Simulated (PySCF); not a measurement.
Si(F)2(H)(NHMe) (CH5F2NSi), SMILES CN[SiH](F)F. Heavy atoms are numbered as in [SiH:1]([F:2])([F:3])[NH:4][CH3:5]. Hydrogens are named by the atom that carries them.

The structure is a stationary point at PBE0-D3(BJ)/def2-SVP. This is a generated structure with no PubChem entry under its InChIKey; it may be hypothetical. The values are those of a single conformer.

These are CAM-B3LYP/def2-TZVP in PySCF values and carry that method's errors.

Atomic charges (e), one atom of each kind:

```tsv
atom	Mulliken	Löwdin
Si1 (SiH)	0.78	-0.02
F2	-0.32	0.00
N4 (NH)	-0.41	-0.10
C5 (CH3)	-0.26	(withheld)
H on Si1	-0.06	(withheld)
H on N4	0.22	0.18
H on C5	0.12	(withheld)
```

Question: Some entries are withheld; supply them. (The exact figures need the calculation; the answer reports its results.)

Answer: 
- C5 (CH3), Löwdin: -0.35
- H on Si1, Löwdin: -0.05
- H on C5, Löwdin: 0.12

Computed Mayer and Wiberg (Löwdin basis) orders of the bonds:
| bond | Mayer | Wiberg |
|---|---|---|
| Si1–F2 | 1.09 | 1.70 |
| Si1–F3 | 1.10 | 1.70 |
| Si1–N4 | 1.22 | 1.48 |
| N4–C5 | 0.94 | 1.41 |
